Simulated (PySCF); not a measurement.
A structure optimised at PBE-D3(BJ)/def2-SVP, used in a PySCF frequency run:

```xyz
12

C      2.6596    -1.3525    -0.9459
C      1.5484    -0.7958    -1.4591
C      1.0449     0.5809    -1.1304
Si    -0.3629     0.5283     0.1025
F     -0.9779     2.0235     0.3123
Cl    -1.8927    -0.6808    -0.5706
Cl     0.2859    -0.1399     1.9394
H      3.3139    -0.8010    -0.2504
H      2.9537    -2.3809    -1.2043
H      0.9112    -1.3907    -2.1371
H      1.8388     1.2144    -0.6804
H      0.6612     1.1086    -2.0306
```
Charge 0, spin multiplicity 1.

Problem. Write its SMILES and formula.

Solution. C=CC[Si](F)(Cl)Cl, C₃H₅Cl₂FSi

Problem. What are its rotational constants (standard atomic weights)?

Solution. 1.5600, 1.1189, 0.93363 GHz
